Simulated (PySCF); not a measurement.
Assignment exercise: C₆H₆F₂

Atoms are numbered as in `[F:1][C:2]1([F:3])[CH:4]=[CH:5][C@@H:6]2[CH2:7][C@H:8]12` (H(Xn): hydrogen on atom n). Ha(C7) is cis to C2 on the ring; Hb(C7) is trans to C2 on the ring.

Computational details: geometry: PBE0-D3(BJ)/def2-SVP, GIAO B3LYP/pcSseg-1 shieldings, J: B3LYP/pcJ-1 (spin–dipole term only in couplings to heteroatoms), in PySCF 2.14.0 with density-fitted response routines (a single conformation, relativity neglected, no solvent).

Scale: ¹³C and ¹H vs TMS (reference shieldings calculated alike).

Q: Assign these signals to the numbered atoms. ¹³C{¹H} NMR (computed): δ 153.1 (dd, J = 10.1, 7.6 Hz), 135.8 (dd, J = 299.6, 296.4 Hz), 135.5 (dd, J = 31.9, 29.8 Hz), 26.4 (dd, J = 3.9, 2.0 Hz), 24.1 (dd, J = 4.2, 2.9 Hz), 23.9 (dd, J = 35.8, 31.0 Hz).

A: 
153.1 → C5, alkene CH: an sp2 carbon of a C=C bond
135.8 → C2, allylic fully substituted sp3 carbon bonded to 2 F: 2 electronegative neighbours deshield it
135.5 → C4, alkene CH: the olefinic region
26.4 → C7, three-membered-ring carbon: carbons of three-membered rings are unusually shielded
24.1 → C6, three-membered-ring carbon
23.9 → C8, three-membered-ring carbon

C2 and C4; C6 and C8 lie closer than the usual error of such a calculation, so a measured spectrum could show them in the other order.

Q: Assign these signals to the numbered atoms. ¹H NMR (400 MHz, computed): δ 6.39 (dd, J = 6.7, 2.7 Hz, 1H), 5.47 (dtd, J = 6.7, 1.7, 1.2 Hz, 1H), 1.81 (m, 1H), 1.80 (m, 1H), 1.01 (m, 1H), 0.67 (m, 1H).

A: 
6.39 → H(C5), hydrogen on an alkene CH: attached to an sp2 carbon and in the plane of the double bond
5.47 → H(C4), hydrogen on an alkene CH
1.81 → H(C8), hydrogen on a three-membered-ring carbon
1.80 → H(C6), hydrogen on a three-membered-ring carbon
1.01 → Hb(C7), hydrogen on a three-membered-ring carbon: cyclopropane-type protons are shielded by the ring
0.67 → Ha(C7), hydrogen on a three-membered-ring carbon

H(C8) and H(C6) lie closer than the usual error of such a calculation, so a measured spectrum could show them in the other order.

Common functionals overestimate the size of one-bond C–F couplings by tens of Hz; these are unscaled. Multiplet labels drop couplings under 1 Hz and merge nearly equal ones. Unscaled 3J(H,H) at this level run about 10 % above measured values. Shifts are as computed. Against solution values, carbons near 30 ppm lie about +2 ppm off and those near 130 ppm about +6 ppm. Of 1211 compounds with measured shifts, 218 miss one by over three times the rms of a fit or turn the order of signals round; such compounds aren't used in these exercises.
